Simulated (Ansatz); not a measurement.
F₃HSZr, SMILES `[F][Zr]([F])([F])[SH]`, relaxed with RKS PBE0-D4/def2-TZVP in Ansatz 0.2.0 from a PBE-D4/def2-SVP geometry. The force threshold is 0.005 eV/Å; the program also tests the step.

The species carries charge 0 and has multiplicity 1. Zr takes the def2 core potential.

Start:

```xyz
6

F    -2.230    0.148   -0.652
Zr   -0.340    0.003   -0.460
F     0.339   -1.622   -1.192
F     0.596    1.426   -1.321
S     0.147    0.064    1.943
H     1.488   -0.018    1.683
```

Q: How much energy does the relaxation release, and in how many steps? (Best estimate.)

A: Computed: 0.41 kcal/mol, in 5 steps.

Q: Which bonds change most? (An estimate is asked.)

A: The calculation gave: S5–H6 from 1.368 to 1.348 Å; F1–Zr2 from 1.905 to 1.888 Å; Zr2–F4 from 1.908 to 1.892 Å; Zr2–F3 from 1.908 to 1.892 Å.

Q: Give the relaxed structure. (An estimate is asked.)

A: The calculation gave: 
```xyz
6

F    -2.202    0.146   -0.652
Zr   -0.329    0.002   -0.458
F     0.324   -1.614   -1.196
F     0.577    1.420   -1.324
S     0.153    0.065    1.934
H     1.477   -0.019    1.696
```
